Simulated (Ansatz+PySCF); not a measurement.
Results of a calculation; reference values are marked as such.
## Ansatz (development build ahead of 0.2.0) run

```yaml
crystal:
  periodic: [false, false, false]
  atoms:
    - { symbol: Ni, position_ang: [0.0, 0.0, 0.0] }
    - { symbol: O, position_ang: [0.0, 0.0, 2.028] }
    - { symbol: H, position_ang: [0.775, 0.0, 2.603] }
    - { symbol: H, position_ang: [-0.775, 0.0, 2.603] }
basis:
  gaussian: { orbitals: def2-SVP }
total_charge: 1
magnetization:
  spin_polarized: true
  initial_magnetization: 1
hamiltonian:
  xc: r2scan
scf:
  omitted_lower_state_checks: [stability, starts, atomic_configurations, cluster_reference, orbital_swaps, given_window_search, neighbouring_geometries, increment]
```

The input is written out in the form of the current development build from the run's settings.

Output:

| Property | Result |
| --- | --- |
| Converged | yes |
| Total energy | -1584.13980 hartree |

Caution: another spin multiplicity may lie lower.
